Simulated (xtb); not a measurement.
xtb input (GFN-FF):

```bash
xtb mol.xyz --gfnff --opt tight --chrg 0 --uhf 0
```
mol.xyz:
```
14

C     -1.97512225    -0.09037724     0.39881231
C     -1.15061272     0.69886328     1.40747962
Se     0.50881160     1.48775983     0.69159953
C      1.31729944    -0.20147825     0.11415276
Se     0.25575182    -1.22519837    -1.17648137
C     -1.34696404    -1.40614504    -0.04198091
H     -2.93591899    -0.32709438     0.87274399
H     -2.19120011     0.53002606    -0.47290989
H     -1.71067729     1.55635864     1.77793120
H     -0.88235704     0.07931309     2.26464819
H      2.25532326     0.04787419    -0.37504386
H      1.52066862    -0.82005422     0.98494277
H     -2.04042998    -1.97879532    -0.65629488
H     -1.07816724    -2.01989401     0.81918225
```

End of the output:

```
         :::::::::::::::::::::::::::::::::::::::::::::::::::::
         ::                     SUMMARY                     ::
         :::::::::::::::::::::::::::::::::::::::::::::::::::::
         :: total energy              -1.841542994728 Eh    ::
         :: gradient norm              0.000229946686 Eh/a0 ::
         ::.................................................::
         :: bond energy               -1.929767670118 Eh    ::
         :: angle energy               0.003121815625 Eh    ::
         :: torsion energy             0.006175561345 Eh    ::
         :: repulsion energy           0.103304652600 Eh    ::
         :: electrostat energy        -0.008429914140 Eh    ::
         :: dispersion energy         -0.010088442338 Eh    ::
         :: HB energy                  0.000000000000 Eh    ::
         :: XB energy                  0.000000000000 Eh    ::
         :: bonded atm energy         -0.005858997702 Eh    ::
         :: external energy            0.000000000000 Eh    ::
         :: add. restraining           0.000000000000 Eh    ::
         :: total charge               0.000000000000 e     ::
         :::::::::::::::::::::::::::::::::::::::::::::::::::::

           -------------------------------------------------
Note: The following floating-point exceptions are signalling: IEEE_UNDERFLOW_FLAG IEEE_DENORMAL
normal termination of xtb
          |                Property Printout                |
           -------------------------------------------------

molecular dipole:
                 x           y           z       tot (Debye)
 q only:       -0.367      -0.230       0.384       1.471
           -------------------------------------------------
          |                Geometry Summary                 |
           -------------------------------------------------

      molecular mass/u    :      214.0252467
   center of mass at/Å    :        0.0448768       0.0295668      -0.0490135
  moments of inertia/u·Å² :        0.1910605E+03   0.4785173E+03   0.6301629E+03
rotational constants/cm⁻¹ :        0.8823190E-01   0.3522889E-01   0.2675123E-01

 * 14 selected distances

     #   Z          #   Z                                           value/Å
     1   6 C        2   6 C                                       1.5312185
     2   6 C        3  34 Se                                      1.9280681 (max)
     3  34 Se       4   6 C                                       1.9216208
     4   6 C        5  34 Se                                      1.9216220
     1   6 C        6   6 C                                       1.5312187
     5  34 Se       6   6 C                                       1.9280654
     1   6 C        7   1 H                                       1.1002212
     1   6 C        8   1 H                                       1.0978578
     2   6 C        9   1 H                                       1.0937589
     2   6 C       10   1 H                                       1.0923117
     4   6 C       11   1 H                                       1.0886884
     4   6 C       12   1 H                                       1.0881774 (min)
     6   6 C       13   1 H                                       1.0937584
     6   6 C       14   1 H                                       1.0923109

 * 3 distinct bonds (by element types)

   Z      Z             #   av. dist./Å        max./Å        min./Å
   1 H    6 C           8     1.0933856     1.1002212     1.0881774
   6 C    6 C           2     1.5312186     1.5312187     1.5312185
   6 C   34 Se          4     1.9248441     1.9280681     1.9216208

optimized geometry written to: xtbopt.xyz

           -------------------------------------------------
          | TOTAL ENERGY               -1.841542994728 Eh   |
          | GRADIENT NORM               0.000229946686 Eh/α |
           -------------------------------------------------
########################################################################
[WARNING] Runtime exception occurred
-1- gfnff_setup: Could not read topology file.
########################################################################

------------------------------------------------------------------------
------------------------------------------------------------------------
 total:
 SCF:
 ANC optimizer:
```
